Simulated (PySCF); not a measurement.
# One molecule, several mistakes: BH6Si2 cation

These are calculations, not measurements. The program is PySCF 2.14.0, an open-source quantum chemistry code, run on an isolated molecule that a program drew, which may never have been made. The molecule is BH6Si2 cation (charge +1, singlet), drawn as the SMILES string `B[SiH+][SiH3]`.

Each row is a Hartree-Fock (HF) and frozen-core CCSD(T) single point in the cc-pV(D+d)Z basis, meant for a local HF minimum. Run 1 is clean. Each other run has one planted mistake out of seven kinds, and not every kind appears here: one electron removed, one electron added, multiplicity raised by two, geometry at a saddle point, minimal basis STO-3G, one bond length entered in bohr, all coordinates scaled. The reference is restricted for singlets and unrestricted otherwise, and also for a bond in bohr. Adding or removing an electron swaps singlet and doublet. Electrons count all cores. HOMO and LUMO are orbital energies over both spins, the gradient is its largest component, and the lowest frequency (negative if imaginary) is given only where the gradient is small. Bond lengths are over the 8 bonds as drawn. T1 is the CCSD diagnostic: over 0.02 (restricted) or 0.045 (unrestricted) a single reference is doubtful.

Geometry of the clean run:
```xyz
9
BH6Si2 cation, angstrom
B    -0.7917   -2.8333    0.5605
Si    0.5990   -1.6006   -0.2472
Si    0.2838    0.2586   -1.7500
H    -1.0904   -3.8237   -0.0307
H    -1.2833   -2.5348    1.6040
H     1.9870   -1.9015    0.1539
H     0.8442    1.3951   -1.0020
H     1.0727   -0.1254   -2.9312
H    -1.1614    0.3504   -1.9936
```

| run | electrons | basis functions | <S^2> | HOMO (eV) | LUMO (eV) | gradient (hartree/bohr) | lowest frequency (cm^-1) | mean bond (Å) | longest bond (Å) | T1 | HF (hartree) | CCSD(T) (hartree) | mistake |
|---|---|---|---|---|---|---|---|---|---|---|---|---|---|
| 1 | 38 | 90 | 0.000 | -16.30 | -5.46 | 6.0e-06 | 45 | 1.5885 | 2.411 | 0.0146 | -605.72916 | -606.05296 | no fault |
| 2 | 38 | 90 | 0.000 | -16.00 | -5.44 | 1.9e-02 | - | 1.6456 | 2.498 | 0.0146 | -605.72111 | -606.04711 | all coordinates scaled |
| 3 | 38 | 90 | 0.871 | -13.24 | -5.89 | 7.8e-03 | - | 1.8138 | 3.829 | 0.0495 | -605.62449 | -605.93103 | ? |
| 4 | 38 | 90 | 2.031 | -13.43 | -7.96 | 3.7e-02 | - | 1.5885 | 2.411 | 0.0261 | -605.62737 | -605.94651 | ? |

**Which mistake was planted in run 3, and what did it cost?**

The mean bond changes by a factor of 1.142 and the longest by 1.588, so the molecule wasn't scaled as a whole. A length L in bohr read as angstrom grows by (1/0.5292 - 1) L = 0.890 L. The 8 bonds together grew by 8 x 0.2253 = 1.802 Å, which gives L = 2.026 Å. That is bond B1-Si2, 2.026 Å in the clean geometry. So the mistake is: one bond length entered in bohr. Subtracting run 1 and multiplying by 627.51 kcal/mol a hartree, the energy moved by 65.7 kcal/mol in HF and 76.5 kcal/mol in CCSD(T).

**Which mistake was planted in run 4, and what did it cost?**

Electrons, basis and geometry are unchanged, and <S^2> is 2.031, beside S(S+1) = 2.00 for a multiplicity of 3. So the mistake is: multiplicity raised by two. Subtracting run 1 and multiplying by 627.51 kcal/mol a hartree, the energy moved by 63.9 kcal/mol in HF and 66.8 kcal/mol in CCSD(T).

Cautions from the logs. Run 3: T1 is over the limit, so its CCSD(T) energy is less reliable.
